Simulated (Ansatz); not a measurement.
The same ligand exchange along the group B, Al, Ga, In.

Isolated molecules relaxed with PBE0-D4/def2-TZVP in Ansatz; ΔE leaves out vibrations. CCSD(T)/CBS is the MP2 limit (def2-TZVPP, def2-QZVPP) plus CCSD(T) − MP2 in def2-TZVPP, frozen cores. This one scheme is used for every species. DFT in def2-TZVPP. Elements past krypton have def2 core potentials. For Ga, In outer-core shells are correlated without core-valence functions, which leaves a few kJ/mol of doubt a bond. Scalar relativity is left out up to krypton.

```
                                 reaction  CCSD(T)/CBS(def2) (eV)
              `BCl` + CH₃OH → `BOC` + HCl                   -0.57
`[AlH2][Cl]` + CH₃OH → `C[O][AlH2]` + HCl                    0.32
`[Cl][GaH2]` + CH₃OH → `C[O][GaH2]` + HCl                       ?
`[Cl][InH2]` + CH₃OH → `C[O][InH2]` + HCl                    0.96
```

Question: Fill in the missing values. (Estimate.)

Answer: Ansatz gave: `[Cl][GaH2]` + CH₃OH → `C[O][GaH2]` + HCl: +0.64 eV.

Largest T1 diagnostic: 0.017, for `C[O][InH2]`.
